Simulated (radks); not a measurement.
Problem. F IV, configuration [He] 2s1.5 2p2 3d0.5 (fractional occupations, a model configuration). Method: scalar-relativistic Kohn-Sham, SCAN, spin-unpolarised, spherical densities, finite nucleus; meta-GGA in the generalised Kohn-Sham scheme; Fermi nuclear charge, rms radius 2.8976 fm; computed with a radial shooting solver on a logarithmic mesh with Libxc functionals. Some entries of the table are withheld. Estimate them.

orbital,occ.,eigenvalue (eV),<r^2> (bohr^2)
1s,2,(1),0.04159
2s,1.5,-99.0508,0.8729
2p,2,-79.3864,(2)
3d,0.5,-18.8729,8.238

Solution. 
(1) 1s eigenvalue (eV): -758.6669
(2) 2p <r^2> (bohr^2): 0.8079
